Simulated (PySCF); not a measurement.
BrHOPb, neutral, multiplicity 1. Atoms are numbered in the order given.

```xyz
4

Pb     0.2447     0.6846     0.0000
Br    -0.1039    -1.9261     0.0000
O     -1.8046     1.1475     0.0000
H     -1.9948     2.0936     0.0000
```
Charge 0, spin multiplicity 1.

Geometry optimised at B3LYP-D3(BJ)/def2-TZVP. The def2 effective core potentials stand for the cores of Pb; spin–orbit coupling is left out. The values are those of a single conformer.

Level of theory: IEF-PCM-B3LYP/def2-SVP run with PySCF.

The values are the electrostatic part of the solvation free energy, E(continuum) − E(gas) at the gas-phase geometry, in a cavity of scaled van der Waals radii (PySCF's table); cavitation and dispersion terms are not included. A continuum can't describe solvent molecules that bind to the metal. In vacuum the orbital gap is 4.33 eV. The dipole moment in vacuum is 5.05 D.

```json
[
 {"solvent": "water", "ε": "78.36", "ΔG(elec) (kcal/mol)": "?", "dipole (D)": "?", "gap (eV)": "?"},
 {"solvent": "toluene", "ε": "2.37", "ΔG(elec) (kcal/mol)": "-5.3", "dipole (D)": "6.01", "gap (eV)": "4.58"},
 {"solvent": "cyclohexanone", "ε": "15.62", "ΔG(elec) (kcal/mol)": "-11.0", "dipole (D)": "7.04", "gap (eV)": "4.81"}
]
```

### Question
Some entries are withheld; supply them. (An estimate is asked for; the answer gives what the named calculation found.)

### Answer

- water, ΔG(elec) (kcal/mol): -12.2
- water, dipole (D): 7.24
- water, gap (eV): 4.85
